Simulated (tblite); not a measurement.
Species: C3H10O3SSi.
Atom-mapped SMILES: `[CH3:1][CH2:2][S:3](=[O:4])(=[O:5])[CH2:6][SiH2:7][OH:8]` (hydrogens: H9, H10, H11 on C1; H12, H13 on C2; H14, H15 on C6; H16, H17 on Si7; H18 on O8)

A start from a force field or distance geometry was refined with GFN2-xTB geometry optimisation, gas phase in tblite 0.8.0. Values at the start:

```csv
coordinate,start
C1–C2,1.505 Å
C1–H9,1.094 Å
C2–S3,1.765 Å
C2–H12,1.129 Å
S3=O4,1.530 Å
S3–C6,1.756 Å
C6–Si7,1.893 Å
C6–H14,1.109 Å
Si7–O8,1.710 Å
Si7–H16,1.478 Å
O8–H18,0.984 Å
C1–C2–S3,114.8°
C2–S3–O4,106.6°
C2–S3–C6,113.0°
S3–C6–Si7,104.0°
O4–S3–O5,107.6°
O4–S3–C6,105.9°
C6–Si7–O8,105.5°
C1–C2–S3–O4,177°
C2–S3–C6–Si7,179°
S3–C6–Si7–O8,-176°
```

**Question.** How do these coordinates change at the GFN2-xTB level?

**Answer.** 
```tsv
coordinate	GFN2-xTB (Å or °)	change
S3=O4	1.439	-0.091
Si7–O8	1.631	-0.079
C2–S3	1.831	+0.066
C2–H12	1.087	-0.042
O8–H18	0.953	-0.031
S3–C6	1.784	+0.028
C6–H14	1.082	-0.027
Si7–H16	1.460	-0.018
C1–H9	1.088	-0.006
C1–C2	1.511	+0.006
C6–Si7	1.891	-0.002
O4–S3–O5	117.2	+9.6
C2–S3–C6	106.8	-6.2
C6–Si7–O8	100.7	-4.8
C1–C2–S3	110.1	-4.7
O4–S3–C6	108.3	+2.4
S3–C6–Si7	102.6	-1.4
C2–S3–O4	107.4	+0.8
C1–C2–S3–O4	-174	+9
S3–C6–Si7–O8	-179	-3
C2–S3–C6–Si7	177	-2
```

The energy falls by 21.7 kcal/mol over 86 L-BFGS steps, the largest force on an atom goes from 5.91 to 0.009 eV/Å, and the atoms move by 0.305 Å rms after alignment. The bond that changes most is S3=O4 (sulfonyl sulfur to sulfonyl oxygen), which shortens by 0.091 Å. Bonds longer at the end by more than 0.005 Å: 3 of 17; shorter: 12. Among the dihedrals that turn most is H11–C1–C2–H13, from -144° to 168°. Rotational constants go from 2794, 804.1, 733.9 to 2821, 831.5, 758.5 MHz.

Hardware: Arm Neoverse V1, one thread, shared host with 32 logical CPUs at a one-minute load of 23. Cost: 0.74 s wall.

Its GFN2-xTB frequencies are all real (lowest 17 cm⁻¹). One conformer, not necessarily the lowest. 3 starts were optimised and ended at 0.00, 0.18 and 1.53 kcal/mol (GFN2-xTB); the lowest of these is shown.

All values are computed, not measured.
